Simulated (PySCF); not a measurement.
C6H9NS.
SMILES: `CCCc1cncs1`

All values: wB97X-D/def2-SVPD (PySCF, non-relativistic), on one gas-phase PBE0-D3(BJ)/def2-SVP geometry that isn't relaxed in the solvent. The solvent is an IEF-PCM continuum (cavity from Bondi-type radii × 1.2), and excitations are vertical TDDFT with non-equilibrium linear response and a frozen core. Specific hydrogen bonds and non-electrostatic terms are outside this model.

Gas-phase singlets (H = HOMO, L = LUMO):

| state | E (eV) | λ (nm) | f | leading configurations |
| --- | --- | --- | --- | --- |
| S1 | 5.486 | 226 | 0.002 | H-1→L 94% |
| S2 | 5.603 | 221 | 0.143 | H→L 92% |
| S3 | 6.185 | 200 | 0.000 | H→L+1 82% |
| S4 | 6.276 | 198 | 0.033 | H-2→L 81% |
| S5 | 6.848 | 181 | 0.000 | H-2→L+1 80% |

Task: What are the lowest 5 singlets in chloroform (ε = 4.711)?

Result: 
```json
{"state": "S1", "E (eV)": "5.503", "λ (nm)": "225", "f": "0.186", "leading configurations": "H→L 94%", "change by rank (eV)": "+0.017"}
{"state": "S2", "E (eV)": "5.637", "λ (nm)": "220", "f": "0.003", "leading configurations": "H-2→L 94%", "change by rank (eV)": "+0.034"}
{"state": "S3", "E (eV)": "6.255", "λ (nm)": "198", "f": "0.002", "leading configurations": "H→L+1 80%", "change by rank (eV)": "+0.070"}
{"state": "S4", "E (eV)": "6.272", "λ (nm)": "198", "f": "0.046", "leading configurations": "H-1→L 80%", "change by rank (eV)": "-0.004"}
{"state": "S5", "E (eV)": "6.953", "λ (nm)": "178", "f": "0.000", "leading configurations": "H-1→L+1 78%", "change by rank (eV)": "+0.105"}
```

Task: Give the list for acetonitrile (ε = 35.69), n² = 1.81.

Result: 
```csv
state,E (eV),λ (nm),f,leading configurations,change by rank (eV)
S1,5.505,225,0.178,H→L 95%,+0.019
S2,5.704,217,0.002,H-2→L 95%,+0.101
S3,6.290,197,0.039,H-1→L 75%,+0.105
S4,6.299,197,0.003,H→L+1 74%,+0.023
S5,7.009,177,0.000,H-1→L+1 75%,+0.161
```

Task: The ground-state energy changes by -0.212 eV from gas to acetonitrile. By how much does the total energy of gas-phase S2 change?

Result: E(S2) = E(S0) + excitation energy, so it changes by -0.212 − 0.098 = -0.310 eV: it is lowered more than the ground state, which is what a red shift means. This is the vertical state, with the slow part of the continuum still set for S0.

Task: How do the frontier levels move from gas to acetonitrile?

Result: 
```json
{"orbital": "LUMO+2", "gas (eV)": "2.11", "solvent (eV)": "2.26", "change (eV)": "+0.15"}
{"orbital": "LUMO+1", "gas (eV)": "1.90", "solvent (eV)": "2.06", "change (eV)": "+0.16"}
{"orbital": "LUMO", "gas (eV)": "0.94", "solvent (eV)": "0.91", "change (eV)": "-0.03"}
{"orbital": "HOMO", "gas (eV)": "-8.84", "solvent (eV)": "-8.84", "change (eV)": "0.00"}
{"orbital": "HOMO-1", "gas (eV)": "-9.78", "solvent (eV)": "-9.98", "change (eV)": "-0.20"}
{"orbital": "HOMO-2", "gas (eV)": "-9.90", "solvent (eV)": "-10.04", "change (eV)": "-0.14"}
{"orbital": "HOMO-3", "gas (eV)": "-11.39", "solvent (eV)": "-11.13", "change (eV)": "+0.26"}
```

The HOMO–LUMO gap goes from 9.78 to 9.75 eV. Rows go by rank; for HOMO-2 and HOMO-1 the atom shares or the degeneracy differ between the runs, so the row needn't follow one orbital.

Conformer computed: `[CH3:1][CH2:2][CH2:3][c:4]1[cH:5][n:6][cH:7][s:8]1`: C1–C2–C3–C4 -60°, C2–C3–C4–C5 118°.

wB97X-D is run here without its empirical dispersion term; that term would change no orbital, density or response property at a fixed geometry.
